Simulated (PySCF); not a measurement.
C₃H₈GeSi, SMILES C#C[CH2][GeH2][SiH3].

Geometry optimised at r2SCAN-D4/def2-SVP. The structure was generated by enumeration, and PubChem lists no compound with its InChIKey, so it may never have been made. One conformer was computed; it need not be the lowest.

All values below come from TDA-CAM-B3LYP/def2-SVPD run with PySCF 2.14.0.

Vertical excitations. Gas-phase values at a fixed geometry.

```json
[
 {"state": "S1", "energy (eV)": "6.24", "λ (nm)": "199", "f": "0.000", "main pairs": "HOMO→LUMO+4 44 %, HOMO→LUMO+8 11 %, HOMO→LUMO+2 10 %"},
 {"state": "S2", "energy (eV)": "6.49", "λ (nm)": "191", "f": "0.047", "main pairs": "HOMO→LUMO+1 27 %, HOMO−1→LUMO+4 19 %, HOMO→LUMO+6 14 %"},
 {"state": "S3", "energy (eV)": "6.58", "λ (nm)": "188", "f": "0.001", "main pairs": "HOMO−1→LUMO+1 32 %, HOMO−1→LUMO+6 24 %, HOMO−1→LUMO 6 %"},
 {"state": "S4", "energy (eV)": "6.72", "λ (nm)": "185", "f": "0.001", "main pairs": "HOMO→LUMO 60 %, HOMO→LUMO+1 26 %"},
 {"state": "S5", "energy (eV)": "7.21", "λ (nm)": "172", "f": "0.025", "main pairs": "HOMO−1→LUMO 48 %, HOMO−1→LUMO+1 25 %"},
 {"state": "S6", "energy (eV)": "7.31", "λ (nm)": "170", "f": "0.019", "main pairs": "HOMO−2→LUMO+1 40 %, HOMO−2→LUMO 21 %, HOMO→LUMO+3 11 %"},
 {"state": "S7", "energy (eV)": "7.35", "λ (nm)": "169", "f": "0.053", "main pairs": "HOMO→LUMO+3 41 %, HOMO→LUMO 16 %, HOMO→LUMO+1 12 %, HOMO−2→LUMO+1 11 %"},
 {"state": "S8", "energy (eV)": "7.43", "λ (nm)": "167", "f": "0.039", "main pairs": "HOMO→LUMO+2 41 %, HOMO→LUMO 9 %, HOMO−2→LUMO+2 7 %, HOMO−2→LUMO 7 %"},
 {"state": "S9", "energy (eV)": "7.55", "λ (nm)": "164", "f": "0.074", "main pairs": "HOMO−2→LUMO 38 %, HOMO→LUMO+2 14 %, HOMO→LUMO+3 11 %"},
 {"state": "S10", "energy (eV)": "7.69", "λ (nm)": "161", "f": "0.049", "main pairs": "HOMO−2→LUMO+3 22 %, HOMO−2→LUMO+2 19 %, HOMO→LUMO+2 14 %, HOMO−2→LUMO 7 %"},
 {"state": "T1", "energy (eV)": "5.17", "λ (nm)": "240", "f": "0", "main pairs": "HOMO→LUMO+6 19 %, HOMO→LUMO+1 18 %, HOMO−1→LUMO+4 16 %"},
 {"state": "T2", "energy (eV)": "5.66", "λ (nm)": "219", "f": "0", "main pairs": "HOMO→LUMO+4 30 %, HOMO−1→LUMO+6 11 %, HOMO→LUMO+8 9 %, HOMO−1→LUMO+1 7 %"},
 {"state": "T3", "energy (eV)": "5.67", "λ (nm)": "219", "f": "0", "main pairs": "HOMO−1→LUMO+4 28 %, HOMO→LUMO+1 12 %, HOMO→LUMO+6 10 %, HOMO−1→LUMO+8 10 %"},
 {"state": "T4", "energy (eV)": "6.31", "λ (nm)": "197", "f": "0", "main pairs": "HOMO−1→LUMO+1 19 %, HOMO→LUMO 15 %, HOMO−1→LUMO+6 12 %, HOMO→LUMO+4 9 %"}
]
```
Triplets are in the Tamm–Dancoff approximation.
